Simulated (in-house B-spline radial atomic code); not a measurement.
Radial electron density of Pb3+, [Xe] 4f14 (5d3/2)4 (5d5/2)5 6s2. Method: Dirac-Kohn-Sham relativistic LDA, spherical fractional occupations, Fermi nucleus of rms radius 5.5012 fm. Calculated with a radial B-spline atomic code at the basis-set limit.

Columns: r (bohr), 4πr²n(r) (electrons per bohr), bar.

```
 0.00047    4.034 #
0.000586    5.665 ##
0.000729     7.88 ##
0.000908    10.91 ###
 0.00113    14.96 ####
 0.00141     20.4 ######
 0.00175    27.31 ########
 0.00218    36.22 ##########
 0.00271    47.08 ##############
 0.00338    60.15 #################
  0.0042    74.54 #####################
 0.00523    89.65 ##########################
 0.00651    103.6 ##############################
 0.00811    114.4 #################################
  0.0101    119.7 ##################################
  0.0126    118.6 ##################################
  0.0156    112.8 ################################
  0.0195    106.9 ###############################
  0.0242      108 ###############################
  0.0302    120.2 ###################################
  0.0376    139.6 ########################################
  0.0468    152.9 ############################################
  0.0582    148.4 ###########################################
  0.0724    130.8 ######################################
  0.0902    121.9 ###################################
   0.112      134 #######################################
    0.14    144.8 ##########################################
   0.174    124.6 ####################################
   0.217    90.45 ##########################
    0.27    83.95 ########################
   0.336    96.38 ############################
   0.418    87.17 #########################
    0.52     56.5 ################
   0.647    33.88 ##########
   0.806    26.09 ########
       1    21.09 ######
    1.25    13.86 ####
    1.55    7.748 ##
    1.93    3.803 #
    2.41     1.56 
       3    0.474 
    3.73  0.09093 
    4.65 0.009139 
    5.78 0.0004372 
     7.2 7.758e-06
```

On this grid the curve has 4 maxima, near 0.0101, 0.0468, 0.14, 0.336 bohr.

The 6s1/2 radial function P(r) = rR(r), positive near the nucleus, with its small component Q(r) (sign convention: Q ≈ (P' + κP/r)/2c):

```
r (bohr)          P           Q
0.000244    0.01293   -0.003909
0.000378    0.01826   -0.005834
0.000586    0.02552   -0.008412
0.000908     0.0352    -0.01186
 0.00141    0.04772    -0.01644
 0.00218    0.06265    -0.02221
 0.00338    0.07857    -0.02914
 0.00523    0.09073    -0.03639
 0.00811    0.08984    -0.04207
  0.0126    0.06104    -0.04245
  0.0195  -0.007235    -0.03277
  0.0302    -0.1001    -0.01085
  0.0468    -0.1403      0.0152
  0.0724   -0.02138     0.02404
   0.112     0.1806    0.003484
   0.174    0.09174    -0.01694
    0.27    -0.2592   -0.002698
   0.418   -0.06166     0.01166
   0.647      0.427  -0.0005107
       1    0.01728   -0.007102
    1.55    -0.7428    -0.00056
    2.41    -0.6827    0.002586
    3.73    -0.2001    0.001023
    5.78    -0.0146   8.251e-05
```
